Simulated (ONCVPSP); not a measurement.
u(r) = r·R(r): atom against pseudo-atom (platinum (Pt))

Columns: radius, all-electron u(r) and pseudo u(r) of the 5s shell (level -110.05 eV) of platinum in the configuration [Kr] 4d10 4f14 5s2 5p6 5d9; PBE, scalar-relativistic, ONCV scheme, ONCVPSP 4.0.1.

| r (bohr) | all-electron | pseudo |
| --- | --- | --- |
| 0.093 | 0.1604 | 0.0703 |
| 0.185 | 0.2328 | 0.1607 |
| 0.278 | -0.5414 | 0.2869 |
| 0.370 | -0.6217 | 0.4469 |
| 0.463 | -0.1598 | 0.6320 |
| 0.555 | 0.4033 | 0.8161 |
| 0.648 | 0.8501 | 0.9776 |
| 0.740 | 1.1137 | 1.0918 |
| 0.833 | 1.2204 | 1.1478 |
| 0.925 | 1.2125 | 1.1430 |
| 1.018 | 1.1322 | 1.0851 |
| 1.110 | 1.0151 | 0.9898 |
| 1.203 | 0.8825 | 0.8718 |
| 1.295 | 0.7519 | 0.7485 |
| 1.388 | 0.6291 | 0.6284 |
| 1.480 | 0.5209 | 0.5207 |
| 1.573 | 0.4261 | 0.4260 |
| 1.665 | 0.3466 | 0.3465 |
| 1.758 | 0.2795 | 0.2794 |
| 1.850 | 0.2248 | 0.2247 |
| 1.943 | 0.1795 | 0.1795 |
| 2.035 | 0.1433 | 0.1432 |
| 2.128 | 0.1137 | 0.1136 |
| 2.220 | 0.0902 | 0.0901 |
| 2.313 | 0.0712 | 0.0712 |
| 2.405 | 0.0563 | 0.0562 |

(1) How many radial nodes do the two functions have?

(2) At about which radius was the pseudo-wave matched?

(3) Is the pseudo-wave norm-conserving?

Answers

(1) The all-electron 5s function has n − l − 1 = 4 (the table is too coarse to show those close to the nucleus); the pseudo-wave has 0, since the states of the same l below it are removed with the core.

(2) 1.55 bohr, where the columns begin to agree (steps of 0.09 bohr).

(3) Yes: the ONCV scheme keeps the norm inside the radius equal to the all-electron one, which fixes the energy derivative of the logarithmic derivative at the level.
